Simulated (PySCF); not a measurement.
## Steps of a relaxation of TmH3(NH3)

TmH3(NH3) (singlet in the valence; each metal's 4f electrons, 12 of them, lie in its core potential, out of spins and levels). PySCF 2.14.0, RKS PBE0, Tm lcecp-1-SVP with ECP58, H def2-SVP, N def2-SVP; non-relativistic Hamiltonian with scalar-relativistic core potentials where named; density fitting; no spin-orbit coupling. Origin of the start: template. Columns: position (Å) and force (eV/Å). Energies are counted from the last step; some of the 10 steps are shown. Forces carry noise of the integration grid, about 0.01 to 0.03 eV/Å.

Run from Python with OMP_NUM_THREADS=2. Where DIIS fails, smearing, a level shift and second-order steps follow.
It took 65 s on 2 threads of Intel(R) Xeon(R) Processor @ 2.50GHz (Skylake/Cascade Lake), with other jobs on the host, from the converged density of the start.

```xyz
8
step 0  E = 0.389 eV
Tm    0.1255   -0.1255    0.1255     1.00   -1.00    1.00
H     1.3668    1.1158    1.3668    -0.70   -0.42   -0.70
H    -1.1158   -1.3668    1.3668     0.42    0.70   -0.70
H     1.3668   -1.3668   -1.1158    -0.70    0.70    0.42
N    -1.3006    1.3006   -1.3006     0.05   -0.05    0.05
H    -1.9137    1.9137   -0.7635    -0.10    0.10    0.11
H    -0.7635    1.9137   -1.9137     0.11    0.10   -0.10
H    -1.9137    0.7635   -1.9137    -0.10   -0.11   -0.10
```

```xyz
8
step 3  E = 0.027 eV
Tm    0.1904   -0.1904    0.1904     0.03   -0.03    0.03
H     1.2396    1.1345    1.2396     0.00    0.09    0.00
H    -1.1345   -1.2396    1.2396    -0.09    0.00    0.00
H     1.2396   -1.2396   -1.1345     0.00    0.00   -0.09
N    -1.2488    1.2488   -1.2488     0.01   -0.01    0.01
H    -1.8631    1.8631   -0.7080     0.02   -0.02    0.02
H    -0.7080    1.8631   -1.8631     0.02   -0.02    0.02
H    -1.8631    0.7080   -1.8631     0.02   -0.02    0.02
```

```xyz
8
step 6  E = 0.001 eV
Tm    0.2284   -0.2284    0.2284    -0.07    0.07   -0.07
H     1.1708    1.2696    1.1708     0.00   -0.01    0.00
H    -1.2696   -1.1708    1.1708     0.01    0.00    0.00
H     1.1708   -1.1708   -1.2696     0.00    0.00    0.01
N    -1.1938    1.1938   -1.1938     0.04   -0.04    0.04
H    -1.8044    1.8044   -0.6457     0.01   -0.01    0.01
H    -0.6457    1.8044   -1.8044     0.01   -0.01    0.01
H    -1.8044    0.6457   -1.8044     0.01   -0.01    0.01
```

Question: Where does the relaxation end?

Answer: It converges at step 9 in C3v:
```xyz
8
step 9  E = 0
Tm    0.2222   -0.2222    0.2222
H     1.1608    1.2781    1.1608
H    -1.2781   -1.1608    1.1608
H     1.1608   -1.1608   -1.2781
N    -1.1863    1.1863   -1.1863
H    -1.7957    1.7957   -0.6359
H    -0.6359    1.7957   -1.7957
H    -1.7957    0.6359   -1.7957
```

Question: How did the contacts change?

Answer: 
| contact | start (Å) | end (Å) |
| --- | --- | --- |
| Tm1–H2 (H) | 2.150 | 2.003 |
| Tm1–H3 (H) | 2.150 | 2.003 |
| Tm1–H4 (H) | 2.150 | 2.003 |
| Tm1–N5 (NH3) | 2.470 | 2.440 |


An lcecp potential fixes the number of 4f electrons, so in runs with it no electron can move into or out of that shell.
